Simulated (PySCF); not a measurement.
Ionisation energy of Rh⁺ by level of theory

Rh⁺ [Kr] 4d8 [4d3/2^4 4d5/2^4, M_J = 4] → Rh²⁺ [Kr] 4d7 [4d3/2^4 4d5/2^3, M_J = 9/2], as a difference of total energies. Calculation: PySCF 2.14, in x2c-SVPall-2c (6s8p6d1f, 67 functions); the two-component X2C-1e Hamiltonian. Correlated levels: [Ar] 3d10 frozen; the 6 highest virtual spinors dropped. "Screened" scales the spin-orbit matrix elements by Boettger's factors to mimic the two-electron term; Breit and QED terms are absent.

Order these methods by the ionisation energy they give, lowest first.
A. GMP2 (spin-free)
B. GHF (spin-free)
C. GHF (screened spin-orbit)
D. GMP2 (screened spin-orbit)

C (16.162 eV), B (16.209 eV), D (17.469 eV), A (17.518 eV).

The spin-free rows relax to the high-spin LS determinant and lack the spin-orbit shift.

Errors of the correlated levels include the incompleteness of this basis and the frozen core.

The labels give the starting determinants; with spin-orbit coupling the two ends relaxed to ⟨J²⟩ = 20.01, ⟨L²⟩ = 12.06, ⟨S²⟩ = 2.01 and ⟨J²⟩ = 24.76, ⟨L²⟩ = 12.16, ⟨S²⟩ = 3.71.

For comparison: 18.08 eV (semi-empirical (NIST evaluation); NIST Atomic Spectra Database, ionization energies).
